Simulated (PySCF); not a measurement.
**Deuteron quadrupole couplings in `C=C[PH+](C=C)CCC`**

Compound: C₇H₁₄P (charge +1).
Z-matrix (Å and degrees, GFN2-xTB geometry), rows numbered from 1:
```
C 
C   1  1.3257
P   2  1.7942  1  122.82
C   3  1.7923  2  109.95  1  -120.58
C   4  1.3252  3  123.38  2   112.93
C   3  1.8194  2  108.93  1   118.04
C   6  1.5302  3  112.94  2   172.14
C   7  1.5213  6  111.85  3    56.46
H   1  1.0790  2  122.40  3    -0.13
H   1  1.0779  2  121.39  3  -179.96
H   2  1.0841  1  122.16  3  -179.52
H   3  1.3768  2  106.75  1    -2.59
H   4  1.0846  3  114.38  2   -66.04
H   5  1.0788  4  122.42  3     0.75
H   5  1.0777  4  121.36  3  -179.45
H   6  1.0967  3  106.69  2    49.94
H   6  1.0951  3  107.22  2   -65.28
H   7  1.0920  6  109.97  3   -65.55
H   7  1.0907  6  108.07  3   177.27
H   8  1.0915  7  110.66  6   -66.94
H   8  1.0876  7  110.88  6    54.22
H   8  1.0861  7  110.28  6   173.87
```

Level: PBE0/pcSseg-1 (PySCF, non-relativistic); Q(2H) = 0.00286 b; rigid geometry, the same for H and D, with no vibrational averaging.

Task: Rank these positions by the coupling χzz of a deuteron there, largest first.
A. H18 (methylene hydrogen)
B. H16 (methylene hydrogen)
C. H12 (P–H hydrogen)
D. H15 (vinylic hydrogen)
E. H13 (vinylic hydrogen)

Result: D (217 kHz), E (211 kHz), A (200 kHz), B (195 kHz), C (136 kHz).

Task: Tabulate Vzz, the asymmetry η and χzz = 234.96 MHz × Q × Vzz for every hydrogen position.

Result: 
```json
{"atom": "H9", "bonded to": "C1", "bond length (Å)": "1.079", "Vzz (au)": "0.3224", "η": "0.04", "χzz (kHz)": "217"}
{"atom": "H10", "bonded to": "C1", "bond length (Å)": "1.078", "Vzz (au)": "0.3234", "η": "0.02", "χzz (kHz)": "217"}
{"atom": "H11", "bonded to": "C2", "bond length (Å)": "1.084", "Vzz (au)": "0.3151", "η": "0.09", "χzz (kHz)": "212"}
{"atom": "H12", "bonded to": "P3", "bond length (Å)": "1.377", "Vzz (au)": "0.2022", "η": "0.02", "χzz (kHz)": "136"}
{"atom": "H13", "bonded to": "C4", "bond length (Å)": "1.085", "Vzz (au)": "0.3142", "η": "0.09", "χzz (kHz)": "211"}
{"atom": "H14", "bonded to": "C5", "bond length (Å)": "1.079", "Vzz (au)": "0.3227", "η": "0.04", "χzz (kHz)": "217"}
{"atom": "H15", "bonded to": "C5", "bond length (Å)": "1.078", "Vzz (au)": "0.3236", "η": "0.02", "χzz (kHz)": "217"}
{"atom": "H16", "bonded to": "C6", "bond length (Å)": "1.097", "Vzz (au)": "0.2905", "η": "0.05", "χzz (kHz)": "195"}
{"atom": "H17", "bonded to": "C6", "bond length (Å)": "1.095", "Vzz (au)": "0.2920", "η": "0.04", "χzz (kHz)": "196"}
{"atom": "H18", "bonded to": "C7", "bond length (Å)": "1.092", "Vzz (au)": "0.2979", "η": "0.04", "χzz (kHz)": "200"}
{"atom": "H19", "bonded to": "C7", "bond length (Å)": "1.091", "Vzz (au)": "0.2996", "η": "0.03", "χzz (kHz)": "201"}
{"atom": "H20", "bonded to": "C8", "bond length (Å)": "1.092", "Vzz (au)": "0.3089", "η": "0.04", "χzz (kHz)": "208"}
{"atom": "H21", "bonded to": "C8", "bond length (Å)": "1.088", "Vzz (au)": "0.3108", "η": "0.02", "χzz (kHz)": "209"}
{"atom": "H22", "bonded to": "C8", "bond length (Å)": "1.086", "Vzz (au)": "0.3125", "η": "0.02", "χzz (kHz)": "210"}
```

Task: Average by the element that carries the hydrogen.

Result: on C: 209 kHz over 13 positions, mean bond length 1.086 Å; on P: 136 kHz over 1 position, mean bond length 1.377 Å.

Task: How does χzz go with the bond length over the 13 C–H bonds?

Result: A straight-line fit has a slope of -11.6 kHz for each 0.01 Å, with a correlation coefficient of -0.97, over lengths from 1.078 to 1.097 Å. The longer bonds have the smaller couplings here.

One conformer (not necessarily the lowest) at the GFN2-xTB geometry, without solvent, vibrations or thermal averaging. GFN2-xTB bond lengths can be off by several hundredths of an ångström, more for odd bonds, and the gradients follow them. With so small a basis the couplings can be 20 % off.
